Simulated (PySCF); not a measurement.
C6H8NPS2.
Atom-mapped SMILES: `[CH3:1][S:2][c:3]1[cH:4][p:5][cH:6][c:7]([S:8][CH3:9])[n:10]1` (hydrogens: H11, H12, H13 on C1; H14 on C4; H15 on C6; H16, H17, H18 on C9)

The same species was optimised twice, with GFN2-xTB and with PBE0-D3(BJ)/def2-SVP (PySCF), and the same property calculations (PySCF, gas phase) were run on both structures.

```json
{"coordinate": "C3–C4 (Å)", "GFN2-xTB": "1.386", "PBE0-D3(BJ)/def2-SVP": "1.402", "change": "+0.016"}
{"coordinate": "C6–C7 (Å)", "GFN2-xTB": "1.386", "PBE0-D3(BJ)/def2-SVP": "1.402", "change": "+0.016"}
{"coordinate": "C1–S2 (Å)", "GFN2-xTB": "1.811", "PBE0-D3(BJ)/def2-SVP": "1.798", "change": "-0.013"}
{"coordinate": "S8–C9 (Å)", "GFN2-xTB": "1.811", "PBE0-D3(BJ)/def2-SVP": "1.798", "change": "-0.013"}
{"coordinate": "C3–N10 (Å)", "GFN2-xTB": "1.321", "PBE0-D3(BJ)/def2-SVP": "1.328", "change": "+0.007"}
{"coordinate": "C7–N10 (Å)", "GFN2-xTB": "1.321", "PBE0-D3(BJ)/def2-SVP": "1.328", "change": "+0.007"}
{"coordinate": "P5–C6 (Å)", "GFN2-xTB": "1.730", "PBE0-D3(BJ)/def2-SVP": "1.725", "change": "-0.005"}
{"coordinate": "C4–P5 (Å)", "GFN2-xTB": "1.730", "PBE0-D3(BJ)/def2-SVP": "1.725", "change": "-0.005"}
{"coordinate": "S2–C3 (Å)", "GFN2-xTB": "1.764", "PBE0-D3(BJ)/def2-SVP": "1.764", "change": "0.000"}
{"coordinate": "C7–S8 (Å)", "GFN2-xTB": "1.764", "PBE0-D3(BJ)/def2-SVP": "1.764", "change": "0.000"}
{"coordinate": "S8–C7–N10 (°)", "GFN2-xTB": "116.2", "PBE0-D3(BJ)/def2-SVP": "117.9", "change": "+1.7"}
{"coordinate": "S2–C3–N10 (°)", "GFN2-xTB": "116.3", "PBE0-D3(BJ)/def2-SVP": "117.9", "change": "+1.6"}
{"coordinate": "C3–N10–C7 (°)", "GFN2-xTB": "120.4", "PBE0-D3(BJ)/def2-SVP": "121.6", "change": "+1.2"}
{"coordinate": "C6–C7–N10 (°)", "GFN2-xTB": "126.9", "PBE0-D3(BJ)/def2-SVP": "125.9", "change": "-1.0"}
{"coordinate": "C4–C3–N10 (°)", "GFN2-xTB": "126.9", "PBE0-D3(BJ)/def2-SVP": "125.9", "change": "-1.0"}
{"coordinate": "C4–P5–C6 (°)", "GFN2-xTB": "99.3", "PBE0-D3(BJ)/def2-SVP": "100.0", "change": "+0.7"}
{"coordinate": "C6–C7–S8 (°)", "GFN2-xTB": "116.8", "PBE0-D3(BJ)/def2-SVP": "116.2", "change": "-0.6"}
{"coordinate": "S2–C3–C4 (°)", "GFN2-xTB": "116.8", "PBE0-D3(BJ)/def2-SVP": "116.3", "change": "-0.5"}
{"coordinate": "C1–S2–C3–C4 (°)", "GFN2-xTB": "180", "PBE0-D3(BJ)/def2-SVP": "180", "change": "0"}
{"coordinate": "C6–C7–S8–C9 (°)", "GFN2-xTB": "180", "PBE0-D3(BJ)/def2-SVP": "180", "change": "0"}
```

Rotational constants: A = 952.4, B = 798.4, C = 436.7 MHz (GFN2-xTB) against A = 956.9, B = 772.8, C = 429.9 MHz (PBE0-D3(BJ)/def2-SVP). Point groups within 0.08 Å: C2v and C2v. Atoms that the bonding makes alike are paired by their places after alignment.

On the GFN2-xTB structure: HOMO (eV) -6.33 [PBE0/pcSseg-1]; LUMO (eV) -2.03 [PBE0/pcSseg-1]; dipole (D) 2.00 [PBE0/pcSseg-1]; GIAO shielding of C1/C9 (mean) (ppm) 166.7 [PBE0/pcSseg-1]; GIAO shielding of S2/S8 (mean) (ppm) 429.9 [PBE0/pcSseg-1]; GIAO shielding of C3/C7 (mean) (ppm) 15.7 [PBE0/pcSseg-1]; GIAO shielding of C4/C6 (mean) (ppm) 44.3 [PBE0/pcSseg-1]; GIAO shielding of P5 (ppm) 61.4 [PBE0/pcSseg-1]; GIAO shielding of N10 (ppm) -47.2 [PBE0/pcSseg-1].

Task: What do these properties become on the PBE0-D3(BJ)/def2-SVP structure?

Result: 
```
                                    property          level  on GFN2-xTB  on PBE0-D3(BJ)/def2-SVP  change
                                   HOMO (eV)  PBE0/pcSseg-1        -6.33                    -6.33    0.00
                                   LUMO (eV)  PBE0/pcSseg-1        -2.03                    -1.96   +0.07
                                  dipole (D)  PBE0/pcSseg-1         2.00                     2.14   +0.14
energy, GFN2-xTB geometry as zero (kcal/mol)  PBE0/pcSseg-1          0.0                     -0.8    -0.8
        GIAO shielding of C1/C9 (mean) (ppm)  PBE0/pcSseg-1        166.7                    166.6    -0.1
        GIAO shielding of S2/S8 (mean) (ppm)  PBE0/pcSseg-1        429.9                    435.2    +5.3
        GIAO shielding of C3/C7 (mean) (ppm)  PBE0/pcSseg-1         15.7                     13.8    -1.9
        GIAO shielding of C4/C6 (mean) (ppm)  PBE0/pcSseg-1         44.3                     42.3    -2.0
                  GIAO shielding of P5 (ppm)  PBE0/pcSseg-1         61.4                     65.2    +3.8
                 GIAO shielding of N10 (ppm)  PBE0/pcSseg-1        -47.2                    -51.2    -4.0
```

The heavy atoms differ by 0.040 Å rms after alignment. Among bonds between heavy atoms C3–C4 and C6–C7 change most and about equally (+0.016 Å). Changes are differences of the printed values. Neither structure is proved a minimum here.

Conformer computed: `[CH3:1][S:2][c:3]1[cH:4][p:5][cH:6][c:7]([S:8][CH3:9])[n:10]1`: C1–S2–C3–C4 180°, C6–C7–S8–C9 180°.
